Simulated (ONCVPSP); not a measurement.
## cobalt (Co), ONCV: configuration errors across variants

```
Element                 : cobalt
Generator               : ONCVPSP 4.0.1
Type                    : optimised norm-conserving Vanderbilt (ONCV)
Functional              : LDA (Perdew-Wang 92)
Relativity              : scalar-relativistic
Frozen core             : [Ne]
Valence charge          : 17
Reference configuration : 3s2 3p6 3d8 4s1
Partial waves           : 3s+4s: rc 1.15 bohr, ncon 4, nbas 8, qcut 9 1/bohr, 2 projectors; 3p: rc 1.00 bohr, ncon 3, nbas 7, qcut 14.6 1/bohr, 2 projectors, debl 0.6 Ha; 3d: rc 1.00 bohr, ncon 4, nbas 9, qcut 12.4 1/bohr, local
Local potential         : the d channel
Core correction         : Teter function fitted to the true core (icmod 2), fcfact 0.7
```

In the p channel the program set the typed energies aside and used -2.237, 0.250 Ha.

All-electron excitation energies from the reference (eV): (1) 3s2 3p6 3d7 4s2 1.247; (2) 3s2 3p6 3d7 4s1 10.536; (3) 3s2 3p6 3d7 4s0 27.614; (4) 3s2 3p6 3d7 4s1 4p1 5.674.

2 further variants failed, have other tests or another functional or relativity, and are left out.

A true bound ghost makes a file unfit for plane-wave use even where its test errors are small: the radial tests pick states by their node count and pass the ghost by.

Errors AE − PS in meV (a dash: test not solved or not reliable):

```csv
change,(1),(2),(3),(4),bound ghosts,GHOST(+) flags above zero
base,-1.9,-4.5,-7.6,-3.5,s,none
p: qcut 16.8,-1.9,-4.5,-7.6,-3.5,s,none
"core correction Teter function fitted to the true core (icmod 2), fcfact 1.28",-1.9,-4.5,-7.6,-3.5,s,none
"all radii but the core radius scaled by about 1.20 (s 1.38, p 1.20, d 1.20 bohr)",-9.1,-15,-22,-12,s,none
```

(1) Give the same row for: p: debl 5.25.

Answers

(1) -1.9, -4.4, -7.6, -2.1; bound ghosts: s; GHOST(+) flags above zero: none.
